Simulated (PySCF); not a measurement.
Si(F)(Me)3 (C3H9FSi), SMILES [Si](C)(C)(C)F.

Coordinates come from a B3LYP-D3(BJ)/def2-SVP optimisation.

Level of theory: TDDFT-B3LYP/def2-SVPD in PySCF 2.14.0.

Vertical excitations; the highest root listed may be one member of a degenerate set. The molecule is in vacuum. State labels are in the subgroup Cs.

Estimate the UV-visible absorptions. (Estimate from the structure and the level; the computed values follow.)


| state | symmetry | energy (eV) | λ (nm) | f | main pairs |
|---|---|---|---|---|---|
| S1 | A" | 7.72 | 161 | 0.071 | HOMO−1→LUMO (degenerate set) |
| S2 | A' | 7.72 | 161 | 0.071 | HOMO→LUMO (degenerate set) |
| S3 | A" | 8.60 | 144 | 0.018 | HOMO−1→LUMO+3 (degenerate set) |
| S4 | A' | 8.60 | 144 | 0.018 | HOMO→LUMO+3 (degenerate set) |
| S5 | A' | 8.76 | 142 | 0.030 | HOMO→LUMO+1, HOMO−1→LUMO+2 (degenerate set) |
| S6 | A" | 8.76 | 142 | 0.030 | HOMO−1→LUMO+1, HOMO→LUMO+2 (degenerate set) |
| S7 | A' | 8.78 | 141 | 0.012 | HOMO−1→LUMO+2 49 %, HOMO→LUMO+1 49 % |
| S8 | A" | 8.79 | 141 | 0.000 | HOMO→LUMO+2 49 %, HOMO−1→LUMO+1 49 % |
| S9 | A" | 9.37 | 132 | 0.007 | HOMO−1→LUMO+4 (degenerate set) |
| S10 | A' | 9.37 | 132 | 0.007 | HOMO→LUMO+4 (degenerate set) |
| T1 | A" | 7.56 | 164 | 0 | HOMO−1→LUMO (degenerate set) |
| T2 | A' | 7.56 | 164 | 0 | HOMO→LUMO (degenerate set) |
| T3 | A" | 8.26 | 150 | 0 | HOMO−1→LUMO+3 (degenerate set) |
| T4 | A' | 8.26 | 150 | 0 | HOMO→LUMO+3 (degenerate set) |
Triplets are in the Tamm–Dancoff approximation, which puts them higher than full response would, so one can lie above its singlet here.
